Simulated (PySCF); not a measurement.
SMILES F[SiH2]/C=C/[SiH](C)C (C4H11FSi2) (GFN2-xTB optimised geometry):

```
18

Si    -1.924    -2.769     3.419
F     -3.536    -2.743     3.328
C     -1.299    -1.898     1.879
C     -0.018    -1.705     1.563
Si     0.581    -0.819     0.000
C     -0.074     0.969     0.000
C     -0.074    -1.735    -1.535
H     -1.580    -4.185     3.464
H     -1.613    -2.060     4.654
H     -2.055    -1.524     1.196
H      0.734    -2.080     2.248
H      2.055    -0.819     0.000
H      0.236     1.502    -0.893
H      0.292     1.524     0.859
H     -1.160     0.992     0.035
H      0.290    -2.757    -1.570
H     -1.160    -1.775    -1.538
H      0.238    -1.242    -2.451
```

Calculation: PBE0/def2-SVP run with PySCF.

What are the frontier orbital energies and the dipole moment?

HOMO-2 -9.03 eV, HOMO-1 -8.15 eV, HOMO -7.90 eV, LUMO -0.95 eV, LUMO+1 0.41 eV; dipole moment 1.74 D.

On the same geometry PBE/def2-SVP (PySCF 2.14.0) gives HOMO-2 -7.64 eV, HOMO-1 -6.79 eV, HOMO -6.71 eV, LUMO -1.86 eV, LUMO+1 -0.46 eV; dipole moment 1.60 D.

Meta-Löwdin charges at PBE0/def2-SVP: Si1 0.92, F2 -0.49, C3 -0.34, C4 -0.30, Si5 0.75, C6 -0.55, C7 -0.55, H8 -0.12, H9 -0.12, H10 0.11, H11 0.10, H12 -0.12, H13 0.12, H14 0.12, H15 0.11, H16 0.12, H17 0.11, H18 0.12.
